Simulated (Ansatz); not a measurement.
The lowest singlet and triplet of P2 (SMILES P#P); geometries from B3LYP-D3(BJ)/def2-TZVP, each state relaxed from the structure named, with no frequency check.
Singlet at the triplet's geometry (charge 0, multiplicity 1):
```xyz
2

P      0.0000     0.0000    -1.0351
P      0.0000     0.0000     1.0351
```

A positive gap puts the triplet lower; no zero-point energy. R- takes a restricted singlet. The triplet is unrestricted in single-reference levels. Active spaces average the two states.

Frozen-core correlation.

The values were computed with Ansatz (Gaussian basis) for Hartree–Fock, density functionals and correlated methods. 

R-PBE/def2-TZVPP gives -198.2 kJ/mol for the gap E(singlet) − E(triplet), vertical, at the triplet's geometry.

**Question.** How do the other levels lie against it? Give each less PBE: R-r2SCAN/def2-TZVPP, R-PBE0/def2-TZVPP, R-wB97M-V/def2-TZVPP, R-B2PLYP/def2-TZVPP, SC-NEVPT2 on SA-CASSCF(10,8)/cc-pV(Q+d)Z, FIC-MRCISD+Q on SA-CASSCF(10,8)/cc-pV(Q+d)Z.

**Answer.** R-r2SCAN/def2-TZVPP 19.6; R-PBE0/def2-TZVPP 26.3; R-wB97M-V/def2-TZVPP 4.9; R-B2PLYP/def2-TZVPP -15.6; SC-NEVPT2 on SA-CASSCF(10,8)/cc-pV(Q+d)Z 8.2; FIC-MRCISD+Q on SA-CASSCF(10,8)/cc-pV(Q+d)Z 10.6 kJ/mol. 5 of 6 lie above PBE; the widest gap is to R-PBE0/def2-TZVPP.

Doubts at one or more of the structures used: a restricted determinant that unrestricted orbitals would lower (R-B2PLYP/def2-TZVPP).

Ansatz is an electronic-structure program.
